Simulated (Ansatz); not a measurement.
A structure relaxed at PBE-D4/def2-SVP in Ansatz, charge 0, doublet:

```csv
atom,x (Å),y (Å),z (Å)
Li1,-3.3273,1.5399,-1.0809
Li2,-0.0315,-0.9817,-1.0777
Li3,1.7841,0.6023,1.3937
Li4,2.3005,-2.6297,1.0280
Li5,-0.6224,1.9944,-0.2916
Br6,3.2168,-0.9546,2.3814
Br7,-2.6249,3.0002,0.5690
Br8,0.7756,-3.1509,-0.6568
Br9,-1.4710,0.5801,-2.2651
```

Question: Give its formula.

Answer: Li₅Br₄.

Question: Summarise the bond lengths by kind (pairs closer than 1.2 times the sum of covalent radii, bridged metal pairs left out).

Answer: 9 × Br–Li 2.31 to 2.57 Å.

Another isomer (doublet) lies 0.55 eV lower at PBE0-D4/def2-TZVP; other spin states weren't run for this one.
